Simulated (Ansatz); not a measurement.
Breaking a bond: BrBe (cation, charge +1), lowest triplet found (which spin is the ground state isn't settled by this scan).

Calculation: full CI/cc-pVDZ, cores with 3d frozen run with Ansatz (an electronic-structure program).

Task: Relative to R = 2.26 Å, what are the energies at R = 1.67, 2.70, 3.15, 5.44 Å?

Result: 236.5 kJ/mol at 1.67 Å, 26.8 kJ/mol at 2.70 Å, 66.1 kJ/mol at 3.15 Å, 126.9 kJ/mol at 5.44 Å.
